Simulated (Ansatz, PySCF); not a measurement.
System: sum formula SiNH$_{2}$Cl$_{2}$, charge 0, multiplicity 2. It need not be the lowest isomer of its formula. 
Structure (B3LYP-D3(BJ)/def2-TZVP (Ansatz, an electronic-structure program) minimum search):
SMILES: N[Si](Cl)Cl
```xyz
6

Si     0.1932    -0.3752    -0.4156
Cl    -0.5700    -1.0797     1.3825
Cl    -0.6406     1.4536    -0.9373
N      1.8643    -0.1084    -0.1752
H      2.4300    -0.7919     0.3052
H      2.3954     0.4467    -0.8290
```
Charge 0, spin multiplicity 2.

Quantity: atomisation energy (electronic, to ground-state atoms), in kcal/mol. Correlated levels leave the core frozen unless marked. UHF or UKS for open shells. No spin-orbit coupling. Non-relativistic. The coupled-cluster limit lacks core correlation, which all-electron functionals hold. CBS(X,Y): correlation extrapolated as X^-3; Hartree-Fock from the larger set. The bracket is a focal-point correction in the basis named.

| level | program | atomisation energy (kcal/mol) |
|---|---|---|
| HF/cc-pV(T+d)Z | Ansatz | 317.9 |
| BLYP-D4/def2-TZVPD | Ansatz + dftd4 | 458.6 |
| revPBE-D3(BJ)/def2-TZVPD | Ansatz + dftd3 | 457.5 |
| r2SCAN/def2-TZVPD | Ansatz | 462.6 |
| r2SCAN-D4/def2-TZVPD | Ansatz + dftd4 | 463.5 |
| PBE0/6-31G* | Ansatz | 440.7 |
| PBE0/def2-SVP | Ansatz | 449.4 |
| PBE0-D4/def2-TZVP | Ansatz + dftd4 | 460.2 |
| BHLYP/def2-TZVPD | Ansatz | 436.2 |
| TPSSh-D3(BJ)/def2-TZVPD | PySCF + dftd3 | 461.3 |
| TPSSh/def2-TZVPD | PySCF | 456.4 |
| r2SCAN0-D4/def2-TZVPD | Ansatz + dftd4 | 453.7 |
| M06-2X/def2-TZVPD | PySCF | 461.6 |
| wB97M-V/def2-TZVPD | Ansatz | 461.4 |
| B2PLYP/def2-TZVPD | Ansatz | 450.2 |
| MP2/cc-pV(T+d)Z | Ansatz | 452.9 |
| SCS-MP2/cc-pV(D+d)Z | Ansatz | 406.8 |
| CCSD/cc-pV(T+d)Z | Ansatz | 428.8 |
| CCSD(T)/STO-3G | Ansatz | 404.0 |
| CCSD(T)/cc-pVTZ | Ansatz | 435.0 |
| RI-MP2/CBS(cc-pV(T+d)Z,cc-pV(Q+d)Z)+[CCSD(T)-MP2]/cc-pV(T+d)Z | Ansatz | 458.6 |
